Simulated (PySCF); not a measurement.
**Hg⁺: excitation energy**

Hg⁺ [Xe] 4f14 5d10 6s1 (2S) → Hg⁺ [Xe] 4f14 5d10 6p1 (2P), as a difference of total energies. Computed with PySCF 2.14 in def2-TZVPPD with the def2 core potential (60 electrons) (6s6p3d2f1g, 62 functions), with scalar relativity through the core potential. Correlated levels: valence: 5s2 5p6 frozen; valence and next inner shell: nothing frozen outside the core potential. The calculations carry no spin-orbit coupling.

```
                                method  excitation energy (eV)  error (eV)
                                   UHF                   6.638      -0.499
                                   LDA                   7.478      +0.341
                                   PBE                   7.276      +0.139
                                  PBE0                   7.202      +0.065
                                r2SCAN                   7.331      +0.194
                                 B97-3                   7.237      +0.100
                             CAM-B3LYP                   7.220      +0.083
                                 wB97X                   7.265      +0.128
                               wB97X-V                   7.183      +0.046
                         MP2 (valence)                   7.339      +0.202
                     SCS-MP2 (valence)                   7.276      +0.139
    MP2 (valence and next inner shell)                   7.455      +0.318
SCS-MP2 (valence and next inner shell)                   7.354      +0.217
```

Reference: 7.137 eV (measured; NIST levels, between the centres of gravity of the two terms).

Errors of the correlated levels include the incompleteness of this basis and the frozen core.
